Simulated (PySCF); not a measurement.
A species of formula C5H12OSi has this rotational fingerprint, computed with PBE0/pcSseg-1 in PySCF (dipole) on a GFN2-xTB geometry, gas phase:

* Rotational constants: A = 9869, B = 756.0, C = 717.2 MHz
* Dipole components: |μa| = 0.57 D, |μb| = 0.11 D, |μc| = 0.00 D
* Inertial defect: -15.11 u·Å²
* κ: -0.99

**Question.** Which candidate fits, each taken in the one conformer that was computed?
A. `[CH2:1]=[CH:2][O:3][SiH2:4][CH:5]([CH3:6])[CH3:7]` with C1–C2–O3–Si4 -179°, C2–O3–Si4–C5 180°, O3–Si4–C5–C6 -176°
B. `[CH2:1]=[CH:2][O:3][SiH2:4][CH2:5][CH2:6][CH3:7]` with C1–C2–O3–Si4 0°, C2–O3–Si4–C5 180°, O3–Si4–C5–C6 -178°, Si4–C5–C6–C7 -179°

**Answer.** B. It is C=CO[SiH2]CCC, a near-prolate asymmetric top. The candidates at the same level (rigid rotor, commonest isotopes):

| SMILES | A (MHz) | B (MHz) | C (MHz) | μa (D) | μb (D) | μc (D) | Δ (u·Å²) | point group | rotor |
| --- | --- | --- | --- | --- | --- | --- | --- | --- | --- |
| C=CO[SiH2]C(C)C | 5092 | 1015 | 894.2 | 0.58 | 0.52 | 0.17 | -31.96 | C1 | near-prolate asymmetric top |
| C=CO[SiH2]CCC | 9869 | 756.0 | 717.2 | 0.57 | 0.11 | 0.00 | -15.11 | near Cs | near-prolate asymmetric top |

`C=CO[SiH2]C(C)C` has A 48 % too low. No structure here is proved a minimum.
